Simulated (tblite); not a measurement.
Species: C5H2NO (doublet state).
SMILES: `C#Cc1[c]nco1`

Calculated harmonic vibrations of the isolated species, GFN2-xTB (tblite), most abundant isotopes, no scaling. This tight-binding method is rough: wavenumbers can miss measured ones by several per cent, in bad cases by 10 to 20. Open shells enter through the occupations alone, without spin polarisation, and single modes of such species can be off by tens of per cent.

Harmonic wavenumbers (cm⁻¹): 145.6, 149.1, 381.9, 449.6, 561.3, 577.4, 622.9, 653.8, 673.5, 768.6, 844.3, 955.7, 1096.1, 1136.2, 1187.8, 1316.7, 1458.3, 1512.1, 2253.1, 3176.8, 3401.6.

A = 11025, B = 2027, C = 1712 MHz; mass 92.014 u (most abundant isotopes); point group Cs, symmetry number 1; spin multiplicity 2.

**Question.** What is the zero-point energy?

**Answer.** ½Σν̃ = 11661 cm⁻¹ = 33.34 kcal/mol.

**Question.** Entropy at 200 K, 1 bar (ideal gas, RRHO, classical rotation)?

**Answer.** Translation 37.51, rotation 25.34, vibration 5.55, spin (R ln 2) 1.38: S = 69.8 cal/(mol K).

**Question.** And Cp and H(200 K) − H(0)?

**Answer.** Cp = 16.59 cal/(mol K), of which vibrations give 8.64 (their classical limit is 21 R = 41.7); H(200 K) − H(0) = 2.29 kcal/mol without the zero-point energy, 0.70 from vibrations.

**Question.** What must be added to the electronic energy to get the Gibbs energy at 200 K and 1 bar?

**Answer.** ZPE + [H(200 K) − H(0)] − T·S = 33.34 + 2.29 − 13.96 = 21.67 kcal/mol.

**Question.** Which modes carry the vibrational entropy at 200 K?

**Answer.** 145.6 cm⁻¹: 1.98; 149.1 cm⁻¹: 1.94; 381.9 cm⁻¹: 0.51; 449.6 cm⁻¹: 0.34; 561.3 cm⁻¹: 0.18; 577.4 cm⁻¹: 0.16 cal/(mol K); the other 15 give 0.44 together.

Hindered rotation and anharmonicity are outside this model.
